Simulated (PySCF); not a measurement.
**How methods differ on the excitation energy of Lu+**

Lu+ [Xe] 4f14 6s2 (1S) → Lu+ [Xe] 4f14 5d2 (3F), as a difference of total energies. Calculation: PySCF 2.14, in ANO-RCC-VTZP; the spin-free X2C one-electron Hamiltonian (Gaussian nucleus). Correlated levels: valence: [Kr] 4d10 frozen; valence and next inner shell: [Ar] 3d10 frozen. The calculations carry no spin-orbit coupling.

| method | excitation energy (eV) |
| --- | --- |
| UHF | 3.334 |
| LDA | 3.856 |
| PBE | 3.578 |
| PBE0 | 3.422 |
| r2SCAN | 2.981 |
| PW91 | 3.554 |
| B3LYP | 3.767 |
| MP2 (valence) | 4.128 |
| SCS-MP2 (valence) | 4.286 |
| MP2 (valence and next inner shell) | 4.177 |
| SCS-MP2 (valence and next inner shell) | 4.328 |

Task: How much does correlation contribute at MP2 (valence and next inner shell)?

Result: 4.177 − (3.334) = 0.843 eV, measured against UHF.

Errors of the correlated levels include the incompleteness of this basis and the frozen core.

For comparison: 3.872 eV (measured; NIST levels, between the centres of gravity of the two terms).
